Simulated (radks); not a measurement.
Neutral sulfur, configuration [Ne] 3s2 3p4 (the NIST ground configuration).

Calculated with a radial shooting solver on a logarithmic mesh with Libxc functionals: non-relativistic Kohn-Sham, SCAN, spin-unpolarised, spherical densities, point nucleus; meta-GGA in the generalised Kohn-Sham scheme.

Energy parts (eV):
total: -10832.868
kinetic: 10819.088
electron-nucleus: -25770.479
Hartree: 4814.776
exchange-correlation: -696.253

Orbitals (lengths in bohr, moments of r in powers of bohr):
orbital,occ.,eigenvalue (eV),<r^2>
1s,2,-2410.994,0.01274
2s,2,-215.3825,0.2729
2p,6,-159.3911,0.2442
3s,2,-17.9003,3.411
3p,4,-7.2386,5.099

The highest occupied level is 3p at -7.239 eV. For comparison, the ionisation energy in NIST's Atomic Spectra Database is 10.360 eV (measured). In exact Kohn-Sham theory the highest level is minus the ionisation energy, but local and semilocal functionals leave it too shallow, through self-interaction and a potential that decays too fast; potentials with the right tail come closer.

Run on one thread of a shared host, so times are rough (Arm Neoverse N1): 0.1 s of CPU time, 0.1 s wall, 13 iterations on 2669 mesh points.

Beside tabulated values, note that spin-unpolarised runs miss the spin-polarisation part of the exchange energy of open shells.
